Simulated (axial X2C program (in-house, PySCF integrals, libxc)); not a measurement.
# Nuclear properties of TiCl⁻

Calculated with an axial X2C code built on PySCF integrals: two-component X2C with atomic mean-field Coulomb and Gaunt terms, Gaussian nuclei, basis Ti dyall-acv3z, Cl dyall-av3z with contracted cores.

R = 2.352 Å (near the PBE0 minimum at charge -1 of the determinant lowest at the starting distance; the state shown can have its own minimum elsewhere).

Input and command:
```json
{"zs": [22, 17], "q": -1, "bas": ["dyall-acv3z", "dyall-av3z"], "r0": 2.35, "levels": ["PBE0", "HF", "TPSSh", "LDA", "BP86"], "nst": 3}
```
```bash
python soeom.py task.json out
```

Keys: zs atomic numbers; q charge; bas basis sets; r0 starting distance in Å; levels methods; nst determinants followed.

Determinant lowest in the PBE0 search, Ω = 2 (⟨Sz⟩ = -1.00, ⟨Lz⟩ = 3.00 at PBE0), spin on the atoms Ti -1.01, Cl 0.01:

| level | Eeff magnitude (GV/cm) | Ws magnitude Ti (kHz) | Ws magnitude Cl (kHz) | A∥/gI Ti (MHz) | qzz Ti (a.u.) | A∥/gI Cl (MHz) | qzz Cl (a.u.) |
| --- | --- | --- | --- | --- | --- | --- | --- |
| PBE0 | 0.0773 | 0.00955 | 0.00429 | 229 | -0.55 | 20.2 | 0.39 |
| HF | 0.388 | 0.0699 | 0.00644 | 252 | -0.50 | 14.9 | 0.19 |
| TPSSh | 0.0989 | 0.0131 | 0.00448 | 240 | -0.58 | 21.8 | 0.41 |
| LDA | 0.0953 | 0.0112 | 0.00542 | 248 | -0.42 | 29.5 | 0.49 |
| BP86 | 0.103 | 0.0133 | 0.00477 | 232 | -0.48 | 25.3 | 0.46 |

Determinant 0.04 eV from it at PBE0 and this distance, Ω = 4 (⟨Sz⟩ = 1.00, ⟨Lz⟩ = 3.00 at PBE0), spin on the atoms Ti 1.01, Cl -0.01:

```json
{"level": "PBE0", "Eeff magnitude (GV/cm)": "0.0784", "Ws magnitude Ti (kHz)": "0.00478", "Ws magnitude Cl (kHz)": "0.00218", "A∥/gI Ti (MHz)": "143", "qzz Ti (a.u.)": "-0.55", "A∥/gI Cl (MHz)": "3.64", "qzz Cl (a.u.)": "0.40"}
{"level": "HF", "Eeff magnitude (GV/cm)": "0.103", "Ws magnitude Ti (kHz)": "0.011", "Ws magnitude Cl (kHz)": "0.00052", "A∥/gI Ti (MHz)": "167", "qzz Ti (a.u.)": "-0.63", "A∥/gI Cl (MHz)": "5.11", "qzz Cl (a.u.)": "0.15"}
{"level": "TPSSh", "Eeff magnitude (GV/cm)": "0.101", "Ws magnitude Ti (kHz)": "0.00661", "Ws magnitude Cl (kHz)": "0.00228", "A∥/gI Ti (MHz)": "134", "qzz Ti (a.u.)": "-0.58", "A∥/gI Cl (MHz)": "4.36", "qzz Cl (a.u.)": "0.41"}
{"level": "LDA", "Eeff magnitude (GV/cm)": "0.0964", "Ws magnitude Ti (kHz)": "0.0055", "Ws magnitude Cl (kHz)": "0.00281", "A∥/gI Ti (MHz)": "130", "qzz Ti (a.u.)": "-0.42", "A∥/gI Cl (MHz)": "3.12", "qzz Cl (a.u.)": "0.50"}
{"level": "BP86", "Eeff magnitude (GV/cm)": "0.104", "Ws magnitude Ti (kHz)": "0.0066", "Ws magnitude Cl (kHz)": "0.00247", "A∥/gI Ti (MHz)": "135", "qzz Ti (a.u.)": "-0.48", "A∥/gI Cl (MHz)": "4.58", "qzz Cl (a.u.)": "0.47"}
```

Eeff is the effective electric field on the electron electric dipole moment in this Ω state and Ws the scalar–pseudoscalar constant of the nucleus named (defined with the proton number Z and per Ω); A∥ (defined per Ω) follows by multiplying with gI = μI/(I μN); qzz is the electric field gradient, eQq0 = 234.96 MHz × Q/barn × qzz. The operators were transformed with the bare-nucleus X2C matrices; with these basis sets, hyperfine constants and field gradients can be off by tens of per cent, and where levels differ in sign neither size nor sign is settled.

Task: With gI(47Ti) = -0.3154, Q(47Ti) = 0.302 barn, gI(35Cl) = 0.5479 (g factors from the IAEA table of nuclear moments by Stone; Q from Pyykkö, Mol. Phys. 2018), turn the PBE0 values of the first state into constants in MHz.

Result: A∥(47Ti) = 229 × -0.3154 = -72.2 MHz; eQq0(47Ti) = 234.96 × (0.302) × (-0.55) = -39 MHz; A∥(35Cl) = 20.2 × 0.5479 = 11.1 MHz.

Each state is one determinant with collinear spin, which with several unpaired electrons need not be a pure state. Unrestricted Hartree–Fock can overshoot spin polarisation at the nuclei. In the state Ω = 4 the sign of Eeff differs between levels (HF against PBE0). For an anion, determinants above electron detachment, or with a positive highest level, are held by the basis set. With several open shells hyperfine constants can be off by a factor of several. Where Eeff spreads by more than a factor of two the levels disagree and none is to be relied on. Open-shell Ω = 0 determinants with evenly filled partner blocks cannot be reached by this program, so the Ω shown need not be the lowest component. At BP86, TPSSh a later determinant lies lower. States lie within half an eV, so the first need not be the ground state. The sign of Ws at Ti differs between levels in the second state. Further determinants of the search, some of them spin-mixed, are not shown. Where a field gradient or hyperfine factor spreads by more than a factor of two over the levels, a constant derived from it is not to be relied on. PBE0 term energies can be off by some tenths of an eV.
